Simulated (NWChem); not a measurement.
System: C₂H₅O₂ cation; SMILES CC(O)=[OH+]

Input file for NWChem:

```
start job
memory heap 200 mb stack 900 mb global 1100 mb
charge 1
geometry units angstroms noautosym nocenter noautoz
  C      0.025633    -1.422421     0.003005
  C     -0.007293     0.053158     0.008588
  O     -1.142750     0.643176    -0.113415
  O      1.036739     0.813661     0.099296
  H      0.841241    -1.816369     0.639891
  H     -0.953419    -1.828704     0.317470
  H      0.210418    -1.759256    -1.043549
  H     -1.066175     1.630784    -0.132307
  H      1.884362     0.320199     0.193744
end
basis spherical
  * library 6-31g*
end
dft
  xc hfexch
  iterations 150
  mulliken
end
task dft energy
esp
  recalculate
  probe 0.07
  range 0.3
  factor 1.0
  spacing 0.02
end
task esp
```

Structure relaxed at the PBE-D3(BJ)/def2-SVP level.

Atomic charges in e: unrestrained fits to the electrostatic potential beside Mulliken populations; buried atoms are poorly determined by the fit.

Atoms are numbered as in the input.

Question: Predict the main results of this run. (Hartree-Fock/6-31G* (spherical d).) Quantities: ESP C1; Mulliken C1; ESP C2; Mulliken C2; ESP O3; Mulliken O3; ESP O4; Mulliken O4; relative RMS misfit of the potential (%).

Answer: 
| Quantity | Result |
|---|---|
| ESP C1 | -0.45 |
| Mulliken C1 | -0.66 |
| ESP C2 | 0.94 |
| Mulliken C2 | 0.93 |
| ESP O3 | -0.54 |
| Mulliken O3 | -0.61 |
| ESP O4 | -0.56 |
| Mulliken O4 | -0.65 |
| relative RMS misfit of the potential (%) | 2 |
